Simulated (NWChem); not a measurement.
**Lowest excitation of disilazane (H7NSi2)**

```xyz
10

Si    -0.1137    -0.0715    -1.5845
N      0.5292     0.3225     0.0000
Si    -0.1137    -0.0715     1.5845
H      1.0065    -0.4447    -2.5204
H     -1.0492    -1.2341    -1.4115
H     -0.8749     1.0597    -2.2339
H      1.3147     0.9828     0.0000
H     -0.8749     1.0597     2.2339
H      1.0065    -0.4447     2.5204
H     -1.0492    -1.2341     1.4115
```
Charge 0, spin multiplicity 1.

All runs are NWChem calculations. Structure: optimised with PBE/def2-SVP, a minimum by its harmonic frequencies.

Basis set: def2-SVP.

```json
[
 {"method": "TD-LDA (SVWN5)", "lowest vertical singlet excitation energy (eV)": "5.46", "relative cost": "under 3", "difference from EOM-CCSD": "-1.27"},
 {"method": "TD-B3LYP", "lowest vertical singlet excitation energy (eV)": "6.13", "relative cost": "4", "difference from EOM-CCSD": "-0.60"},
 {"method": "TD-PBE", "lowest vertical singlet excitation energy (eV)": "5.62", "relative cost": "under 3", "difference from EOM-CCSD": "-1.11"},
 {"method": "EOM-CCSD", "lowest vertical singlet excitation energy (eV)": "6.73", "relative cost": "3", "difference from EOM-CCSD": "0.00"},
 {"method": "CIS", "lowest vertical singlet excitation energy (eV)": "7.77", "relative cost": "1", "difference from EOM-CCSD": "+1.04"}
]
```

The values span 2.31 eV, from TD-LDA (SVWN5) (lowest) to CIS (highest). Relative cost: rough, from shared machines, SCF included, CIS = 1.

The correlated methods keep 11 core orbitals frozen. B3LYP has NWChem's definition, with VWN1-RPA local correlation. Differences from the coupled-cluster row are differences between methods, not errors against experiment.
